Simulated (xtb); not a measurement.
pentafluorosilicate (F5Si), SMILES F[Si-](F)(F)(F)F, charge -1. All values are semi-empirical tight-binding results from xtb (GFN2-xTB unless named), good for trends rather than for accurate numbers. Coordinates come from a GFN2-xTB optimisation.

Optimised geometry:

Bond lengths (Å): F1–Si2 1.647, Si2–F3 1.646, Si2–F4 1.646, Si2–F5 1.612, Si2–F6 1.647. Angles (°): F1–Si2–F3 87.7, F1–Si2–F4 87.7, F1–Si2–F5 101.4, F1–Si2–F6 157.3, F3–Si2–F4 156.1, F3–Si2–F5 102.0, F3–Si2–F6 87.7, F4–Si2–F5 102.0, F4–Si2–F6 87.7, F5–Si2–F6 101.4.
Charge -1, spin multiplicity 1.

A frequency run showed that this geometry is not a minimum.

### Question
Estimate the properties. (The exact figures need the calculation; the answer reports its results.)

### Answer

```yaml
point_group_as_xtb_finds_it: C4v
orbital_gap: 9.19 eV
static polarisability (D4 model): 39.9 bohr³
solvation energy, GFN2-xTB/ALPB(water): -56.0 kcal/mol
solvation energy, GFN2-xTB/ALPB(dmso): -52.8 kcal/mol
```

Computed atomic charges and the Wiberg bond orders between heavy atoms:
charges (e) F1 -0.36, Si2 0.80, F3 -0.36, F4 -0.36, F5 -0.35, F6 -0.36. Bond orders F1–Si2 0.90, Si2–F3 0.90, Si2–F4 0.90, Si2–F5 0.92, Si2–F6 0.90.
